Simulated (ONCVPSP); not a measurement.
# Before and after: ONCV potential for In

```
Element                 : indium (In)
Generator               : ONCVPSP 4.0.1
Type                    : optimised norm-conserving Vanderbilt (ONCV)
Functional              : Wu-Cohen
Relativity              : fully relativistic
Frozen core             : [Kr]
Valence charge          : 13
Reference configuration : 4d10 5s1.5 5p1.5
Partial waves           : 5s: rc 2.00 bohr, ncon 3, nbas 6, qcut 3.1 1/bohr, 2 projectors, debl 1.8 Ha; 5p: rc 2.50 bohr, ncon 5, nbas 10, qcut 3.6 1/bohr, 2 projectors, debl 1.2 Ha; 4d: rc 1.45 bohr, ncon 4, nbas 9, qcut 9.6 1/bohr, 2 projectors, debl 0.5 Ha
Local potential         : polynomial inside 0.90 bohr (lpopt 5, dvloc0 4 Ha)
Core correction         : polynomial model core, fcfact 0.4
```

Open shells are filled in proportion to 2j + 1.

In the d channel the program set the typed energies aside and used -0.700, 0.250 Ha (j = l + 1/2; the other j can differ).

Change: all radii but the core radius scaled by about 1.30 (s 2.60, p 3.26, d 1.88 bohr); local potential polynomial inside 1.18 bohr (lpopt 5, dvloc0 4 Ha).

Cutoffs: the cutoffs (Ha) at which the residual kinetic energy of the hardest occupied pseudo-wave falls to 1 and 0.1 mHa per electron; they do not see the model core or the augmentation charge, which bear on the density cutoff. Errors are all-electron minus pseudo energies relative to the spin-unpolarised reference configuration.

Task: Predict the effect on cutoff, ghosts and configuration errors.

Result: The potential gets softer (36 Ha and 41 Ha → 30 Ha and 35 Ha); the bound ghosts move from p, s to s; the lowest positive-energy flag moves from none to p3/2 at 39.2 eV; of the 4 tests that both files solve, the error grows in 3 and shrinks in 1 by more than 15 % and 0.3 meV (median size 6.3 → 12.1 meV). A larger radius leaves more room for a smooth pseudo-wave, so fewer plane waves are needed.

| quantity | base | changed |
| --- | --- | --- |
| cutoff, loose | 36 Ha | 30 Ha |
| cutoff, tight | 41 Ha | 35 Ha |
| loose cutoff by channel | s 5.8 Ha, p 4.7 Ha, d 36 Ha | s 4.0 Ha, p 3.3 Ha, d 30 Ha |
| bound ghosts | s, p3/2, p1/2 | s |
| GHOST(+) flags under 300 eV | none | p3/2 at 39.2 eV, p1/2 at 44.3 eV |
| error for 4d10 5s2 5p1, meV [ΔE -2.91 eV] | -0.7 | -1.6 |
| error for 4d10 5s2 5p0, meV [ΔE 2.45 eV] | -2.0 | -4.7 |
| error for 4d10 5s1 5p0, meV [ΔE 21.75 eV] | -11 | -19 |
| error for 4d9 5s2 5p1, meV [ΔE 22.16 eV] | -142 | -34 |
| rms error of d²Exc/dni dnj with the model core, mHa | 2.37 | 2.94 |

 A true bound ghost makes a file unfit for plane-wave use even where its test errors are small: the radial tests pick states by their node count and pass the ghost by.
